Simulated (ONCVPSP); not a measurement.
# What one change does to a pseudopotential (V (Z = 23), ONCV)

V (Z = 23), optimised norm-conserving Vanderbilt (ONCV), made with ONCVPSP 4.0.1 (PW91, fully relativistic). Core [Ar], reference 3d3 4s2. Waves: 4s: rc 2.70 bohr, ncon 5, nbas 9, qcut 2.3 1/bohr, 3 projectors, debl 2.5 Ha; p scattering state at 0.19 Ha: rc 2.35 bohr, ncon 4, nbas 7, qcut 3.8 1/bohr, 2 projectors, debl 0.8 Ha; 3d: rc 1.30 bohr, ncon 3, nbas 8, qcut 9.6 1/bohr, 2 projectors, debl 2.5 Ha. Local part: polynomial inside 1.30 bohr (lpopt 4, dvloc0 3 Ha). Core correction: Teter function, fcfact 4, rcfact 1.2.

Open shells are filled in proportion to 2j + 1.

All-electron outer shells of the reference configuration (PW91, scalar-relativistic, ld1.x):

```tsv
shell	level (eV)	outermost node (bohr)	outermost maximum (bohr)
3p	-44.08	0.35	0.84
3d	-5.23	–	0.90
4s	-4.75	1.17	2.76
```

Change: d: rc 1.46.

Cutoffs: the cutoffs (Ha) at which the residual kinetic energy of the hardest occupied pseudo-wave falls to 1 and 0.1 mHa per electron; they do not see the model core or the augmentation charge, which bear on the density cutoff. Errors are all-electron minus pseudo energies relative to the spin-unpolarised reference configuration.

**Question.** How do hardness, ghosts and transferability respond?

**Answer.** The potential gets softer (40 Ha and 47 Ha → 37 Ha and 41 Ha); both files keep a bound ghost (p); of the 4 tests that both files solve, the error grows in 2 and shrinks in 0 by more than 15 % and 0.3 meV (median size 6.5 → 14.0 meV). A larger radius leaves more room for a smooth pseudo-wave, so fewer plane waves are needed.

| quantity | base | changed |
| --- | --- | --- |
| cutoff, loose | 40 Ha | 37 Ha |
| cutoff, tight | 47 Ha | 41 Ha |
| loose cutoff by channel | s 3.1 Ha, d 40 Ha | s 3.1 Ha, d 37 Ha |
| bound ghosts | p3/2, p1/2 | p3/2, p1/2 |
| GHOST(+) flags under 300 eV | s at 165.5 eV | s at 165.5 eV |
| error for 3d3 4s1, meV [ΔE 7.79 eV] | +0.7 | +1.1 |
| error for 3d3 4s0, meV [ΔE 22.11 eV] | +56 | +59 |
| error for 3d2 4s0, meV [ΔE 51.11 eV] | 0.0 | +15 |
| error for 3d3 4s0 4p1, meV [ΔE 11.90 eV] | +12 | +13 |
| s: phases at 2.74 bohr within 0.05 rad from the reference energy up to (Ha; the scan ends near 5) | to the end of the scan | to the end of the scan |
| p3/2: phases at 2.38 bohr within 0.05 rad from the reference energy up to (Ha; the scan ends near 5) | 3.3 | 3.3 |
| p1/2: phases at 2.38 bohr within 0.05 rad from the reference energy up to (Ha; the scan ends near 5) | 3.2 | 3.2 |
| rms error of d²Exc/dni dnj with the model core, mHa | 14.20 | 14.10 |

Base: These tests converged, but a pseudo level misses the all-electron one widely, so the file describes the atom poorly there or has found another state: 3d3 4s0 4p1: empty 4s by 6.2 eV. Changed file: These tests converged, but a pseudo level misses the all-electron one widely, so the file describes the atom poorly there or has found another state: 3d3 4s0 4p1: empty 4s by 6.2 eV. A true bound ghost makes a file unfit for plane-wave use even where its test errors are small: the radial tests pick states by their node count and pass the ghost by.
